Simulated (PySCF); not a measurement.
Compound: C3H4BBr.
SMILES with atom numbers: `[CH3:1][C:2]#[C:3][BH:4][Br:5]` (hydrogens: H6, H7, H8 on C1; H9 on B4)

Cartesian coordinates in Å at the PBE0-D3(BJ)/def2-SVP level; atoms count from 1:
```
atom  x, y, z in Å
C1    -1.562    0.258    0.090
C2    -0.130    0.047    0.110
C3     1.080   -0.123    0.121
B4     2.564   -0.345    0.135
Br5    3.756    1.099   -0.245
H6    -1.814    1.320    0.233
H7    -2.063   -0.331    0.873
H8    -1.975   -0.059   -0.881
H9     3.069   -1.410    0.379
```

Computed with TDDFT B3LYP/def2-SVPD, vertical, gas phase, core orbitals frozen in the response (PySCF). Relativistic effects, spin–orbit coupling among them, are left out although an element past zinc is present.

Ground-to-excited transition dipoles (e·a0, same axes as the geometry; the sign carries no meaning), for the states with f of 0.002 or more among the lowest 10:

| state | E (eV) | μx | μy | μz |
| --- | --- | --- | --- | --- |
| S3 | 4.964 | -1.211 | -0.248 | 0.053 |
| S4 | 6.048 | -0.266 | -0.485 | 0.147 |
| S6 | 6.794 | -0.408 | 0.079 | -0.007 |
| S7 | 6.859 | -0.167 | -0.154 | 0.038 |
| S10 | 7.294 | -1.462 | -0.130 | 0.091 |

Work out the oscillator strengths.

f = (2/3) ΔE |μ|² with ΔE in hartree (27.2114 eV).

| state | \|μ\|² (au) | \|μ\| (D) | f |
| --- | --- | --- | --- |
| S3 | 1.530 | 3.14 | 0.186 |
| S4 | 0.327 | 1.45 | 0.048 |
| S6 | 0.173 | 1.06 | 0.029 |
| S7 | 0.053 | 0.59 | 0.009 |
| S10 | 2.164 | 3.74 | 0.387 |

Which bond between heavy atoms lies closest to the direction of the S10 transition dipole?

C2–C3, C1–C2 and C3–B4, at 14° from it; next B4–Br5 at 46°.

What angle do the transition dipoles of S4 and S10 make?

|cos θ| = |μa·μb| / (|μa| |μb|) = 0.55, so θ ≈ 56° (taken between 0 and 90°, since the signs are arbitrary).

What peak molar absorption coefficient would the strongest computed level give as a lone Gaussian band 0.3 eV wide at half height?

ε(max) = 2.175×10⁸ f / FWHM, with the width in cm⁻¹. S10: 2.175×10⁸ × 0.3867 / 2420 ≈ 35000 L mol⁻¹ cm⁻¹.

All these states lie below the vertical ionisation energy of 9.94 eV (ΔSCF).
